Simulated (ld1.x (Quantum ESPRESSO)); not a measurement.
# u(r) = r·R(r): atom against pseudo-atom (Sb (Z = 51))

Columns: radius, all-electron u(r) and pseudo u(r) of the 5p shell (level -5.00 eV) of antimony in the configuration [Kr] 4d10 5s2 5p3; LDA (PZ), scalar-relativistic, ultrasoft scheme, ld1.x (Quantum ESPRESSO) 7.5.

```tsv
r (bohr)	all-electron	pseudo
0.130	-0.0132	-0.0072
0.260	-0.1775	-0.0285
0.390	0.0129	-0.0627
0.520	0.2146	-0.1079
0.650	0.2888	-0.1618
0.780	0.2470	-0.2214
0.910	0.1377	-0.2841
1.040	0.0015	-0.3468
1.170	-0.1359	-0.4070
1.300	-0.2609	-0.4625
1.430	-0.3676	-0.5116
1.560	-0.4545	-0.5532
1.690	-0.5222	-0.5869
1.820	-0.5727	-0.6126
1.950	-0.6081	-0.6307
2.080	-0.6306	-0.6419
2.210	-0.6424	-0.6470
2.340	-0.6454	-0.6466
2.470	-0.6413	-0.6414
2.600	-0.6316	-0.6316
2.730	-0.6175	-0.6175
2.860	-0.5999	-0.5999
2.990	-0.5799	-0.5799
3.120	-0.5580	-0.5580
3.250	-0.5349	-0.5349
3.380	-0.5111	-0.5111
```

(1) How many radial nodes do the two functions have?

(2) At about which radius was the pseudo-wave matched?

(3) Is the pseudo-wave norm-conserving?

## Answers

(1) The all-electron 5p function has n − l − 1 = 3 (the table is too coarse to show those close to the nucleus); the pseudo-wave has 0, since the states of the same l below it are removed with the core.

(2) 2.60 bohr, where the columns begin to agree (steps of 0.13 bohr).

(3) No, it belongs to an ultrasoft set: the norm inside the radius is not constrained, and the difference is carried by the augmentation charge.
